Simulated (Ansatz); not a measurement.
`[AlH2][O][SiH3]` + `C=[C](O)[AlH2]` → `C=C(O)[SiH3]` + `[AlH2][O][AlH2]`  (redistribution)

Program: Ansatz. Geometries: PBE0-D4/def2-TZVP. ΔE: electronic, gas phase. CCSD(T)/CBS is the MP2 limit (def2-TZVPP, def2-QZVPP) plus CCSD(T) − MP2 in def2-TZVPP, frozen cores. DFT in def2-TZVPP. One conformer a species, not always the lowest.

`[AlH2][O][SiH3]`:

```xyz
8

Al   -1.457    1.132    0.303
O    -0.136    0.127    0.031
Si    1.119   -0.867   -0.233
H    -1.600    2.425   -0.593
H    -2.475    0.727    1.439
H     2.268   -0.469    0.623
H     1.537   -0.804   -1.659
H     0.744   -2.270    0.090
```

`C=[C](O)[AlH2]`:

Z-matrix (Å, degrees):
```
C
C 1 1.339
H 1 1.087 2 122.3
H 1 1.083 2 119.9 3 -180.0
O 2 1.369 1 118.2 3 -0.0
Al 2 1.950 1 117.1 3 -180.0
H 5 0.960 2 109.6 1 -180.0
H 6 1.591 2 118.1 1 180.0
H 6 1.582 2 118.8 1 -0.0
```

`C=C(O)[SiH3]`:

Z-matrix (Å, degrees):
```
Si
C 1 1.875
H 1 1.489 2 109.7
H 1 1.489 2 109.7 3 -117.4
H 1 1.482 2 109.4 3 121.3
O 2 1.368 1 119.8 3 58.7
C 2 1.332 1 121.2 3 -121.3
H 6 0.960 2 110.6 1 -0.0
H 7 1.085 2 121.4 1 180.0
H 7 1.081 2 120.3 1 -0.0
```

`[AlH2][O][AlH2]`:

```xyz
7

Al   -0.980   -0.752   -1.141
O     0.000    0.004   -0.002
Al    0.980    0.753    1.140
H    -0.359   -1.105   -2.553
H    -2.478   -1.075   -0.748
H     1.012    2.334    1.185
H     1.826   -0.159    2.119
```

| level | ΔE (eV) |
| --- | --- |
| LDA (SPW92) | -0.49 |
| PBE0-D4 | -0.44 |
| r2SCAN0-D4 | -0.44 |
| BHLYP-D4 | -0.40 |
| ωB97M-V | -0.43 |
| r2SCANh | -0.45 |
| CCSD(T)/def2-TZVPP | -0.45 |
| HF/def2-QZVPP | -0.32 |

**Question.** What does CCSD(T)/CBS give? (Best estimate.)

**Answer.** The calculation gave: -0.44 eV. The listed levels differ from it by -0.05, 0.00, 0.00, 0.04, 0.01, -0.01, -0.01, 0.12 eV.

Largest T1 diagnostic among the species: 0.013.

Leaving LDA and LC-ωPBE aside and taking each functional with its dispersion term where it has one, the values, not all of them listed here, spread over 0.08 eV, from revPBE-D4 to BHLYP-D4. In def2-TZVPP, CCSD(T) changes the Hartree–Fock value by −0.12 eV (the triples alone add −0.01 eV) and MP2 by −0.13 eV.
